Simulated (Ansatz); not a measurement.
Input for Ansatz (a first-principles code): R-wB97X-V/def2-TZVPP on BFH3NO (SMILES NB(O)F), a point of a torsion scan.

Ansatz 0.2 input:
```yaml
crystal:
  periodic: [false, false, false]
  atoms:
    - {symbol: N, position_ang: [0.99159353, -0.30458512, 0.09475249]}
    - {symbol: B, position_ang: [-0.11371868, 0.34345720, 0.65562881]}
    - {symbol: O, position_ang: [0.00764866, 1.38331601, 1.50069722]}
    - {symbol: F, position_ang: [-1.35199597, -0.06681590, 0.29786945]}
    - {symbol: H, position_ang: [1.86578094, 0.16397454, -0.05034437]}
    - {symbol: H, position_ang: [0.84393216, -1.05692684, -0.55514627]}
    - {symbol: H, position_ang: [-0.82515585, 1.73213461, 1.81675039]}
basis:
  gaussian:
    orbitals: def2-TZVPP
hamiltonian:
  xc: {name: wB97X-V}
scf: {lower_state_search: off}
```

The head of its log:

```
WARN ansatz: RAYON_NUM_THREADS=1 ignored (pool sized by the plan → 1); use --threads N
Functional definition: wB97X-V
these checks for a lower state are left out or cut short: stability, starts, cluster_reference, orbital_swaps, neighbouring_geometries, increment
integrals: 0.08 GiB planned
808 factors; their error is unknown
integrals: 0.11 GiB planned
193 factors; integrals over basis functions are off by at most 9.1e-6 eV
mean field: 0.76 GiB planned
mean field evaluation 1: about -6977.8749 eV, gradient 6.3e1 eV
mean field evaluation 2: about -6979.1835 eV, gradient 5.8e1 eV
```

Question: What total energy does the run end on?

Answer: -256.6675 hartree.
